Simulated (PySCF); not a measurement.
**Electron correlation in C (carbon, neutral)**

[He] 2s1 2p3, high-spin 5S determinant (an excited configuration). Computed with PySCF 2.14 in dyall-av3z, with no relativity, point nucleus. Frozen: 1s2; 4 electrons correlated; the 14 highest virtual orbitals of each spin left out.

MP2 pair energies summed by pair of shells (mhartree):

```csv
pair,energy,share (%)
2p-2p,-21.59,78.2
2s-2p,-6.02,21.8
```

Total MP2 correlation energy: -27.61 mhartree.

Same-spin part -27.61 and opposite-spin part 0.00 mhartree; SCS-MP2 scales them by 1/3 and 6/5 to -9.20 mhartree.
